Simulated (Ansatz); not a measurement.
Cartesian coordinates in Å:
```
B -0.498 -0.376 0.544
B 0.765 0.483 1.114
S 0.405 1.226 -0.504
C -0.190 -0.458 -0.994
H -1.621 -0.348 0.958
H 1.478 0.927 1.949
H -1.007 -0.440 -1.713
H 0.667 -1.015 -1.355
```

Charge 0, multiplicity 1.

Problem. List the ωB97M-V/def2-TZVPP orbital energies in eV (the Gaussian-basis code of Ansatz). (Best estimate.)

Solution. The calculation gave: Occupied: -2427.72, -282.14, -221.65, -188.20, -187.46, -164.74, -164.67, -164.61, -25.75, -20.73, -17.23, -15.68, -15.02, -13.12, -12.44, -11.33, -10.44, -9.58. Lowest empty: 0.28, 1.64, 2.26, 2.71, 3.19, 3.32, 3.76, 4.39.
